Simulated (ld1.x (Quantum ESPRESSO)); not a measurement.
# lithium (Li): RRKJ pseudisation with LDA (PZ), non-relativistic reference atom.

ld1.x (Quantum ESPRESSO) 7.5 input, shortened:

```
&input
   title='Li', zed=3., rel=0, dft='PZ', iswitch=3,
   config='[He] 2s0 2p1'
 /
 &inputp
   pseudotype=2, tm=.false., lloc=0,
   nlcc=.false.
 /
2
2P  2  1   1.00   0.00  4.20  4.20  0.0
2S  1  0   0.00   0.00  2.40  2.40  0.0
 &test
   configts(1)='2s0 2p1'
 /
```

All-electron outer shells of the reference configuration (LDA (PZ), non-relativistic, ld1.x):

| shell | level (eV) | outermost node (bohr) | outermost maximum (bohr) |
| --- | --- | --- | --- |
| 1s | -52.54 | – | 0.36 |
| 2s | -3.34 | 0.84 | 3.08 |
| 2p | -1.58 | – | 3.81 |

What the tests gave:

```
Cutoffs needed           : 6 Ry and 6 Ry (the cutoffs (Ry, on a coarse ladder) from which the occupation-weighted sum of valence levels, in a spherical-Bessel basis at the reference potential, stays within 10 and 1 mRy of its value at 400 Ry)
Ghost test               : no extra level below or beside the all-electron valence levels (p, s, d, f tested) (spherical-Bessel basis up to 400 Ry, 20 bohr box)
Largest excitation error : +2.6 meV (all-electron minus pseudo) for 2s0.5 2p0, out of 2 test configurations
```

Generation and tests took about 0.46 s on one core of a shared server CPU.
